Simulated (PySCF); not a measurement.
In(H)(Me)2, SMILES [CH3][InH][CH3], B3LYP/def2-SVP optimised geometry.

```
10

In    -0.38     0.60     0.00
H     -1.23     2.14     0.00
C      1.81     0.60     0.00
H      2.19     1.15    -0.88
H      2.22    -0.42    -0.02
H      2.18     1.12     0.90
C     -1.55    -1.25     0.00
H     -2.22    -1.27    -0.87
H     -2.18    -1.29     0.91
H     -0.90    -2.14    -0.02
```

Density from B3LYP/def2-TZVP, def2 effective core potentials past Kr (PySCF 2.14.0) at that geometry. The core electrons that the potentials of In replace are not part of the density.

Minimum of the electron density along straight lines between bonded atoms, close to the bond critical point (lines longer than 1.1 times the sum of covalent radii, or with two minima, are not listed):

```tsv
bond	length / Å	ρ at the minimum / e bohr⁻³	∇²ρ there / e bohr⁻⁵	position (fraction from the first atom)
In1–H2	1.755	0.098	0.11	0.63
In1–C3	2.192	0.092	0.14	0.51
C3–H4	1.102	0.267	-0.87	0.64
C3–H5	1.100	0.269	-0.89	0.64
C3–H6	1.102	0.267	-0.87	0.64
In1–C7	2.192	0.092	0.14	0.51
C7–H8	1.102	0.267	-0.87	0.64
C7–H9	1.102	0.267	-0.87	0.64
C7–H10	1.100	0.269	-0.89	0.64
```
